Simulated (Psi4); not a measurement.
A dimer, H2Ge ··· H2O (SMILES [GeH2] and O); the first 3 atoms form monomer A.

```
6

Ge     0.0704    -0.0024     0.7463
H     -0.0430    -1.1362    -0.3761
H     -0.0273     1.1386    -0.3702
O     -2.3140     0.0149     0.5017
H     -2.3756     0.7570    -0.1085
H     -2.4188    -0.7711    -0.0442
```

Problem. What interaction energy does Psi4 1.11 with SAPT0/jun-cc-pVDZ, frozen core give, and which attractive term is the largest?

Solution. Total -47.93 kJ/mol: electrostatics -99.59, exchange 113.06, induction -43.96, dispersion -17.44. The most attractive term is electrostatics.
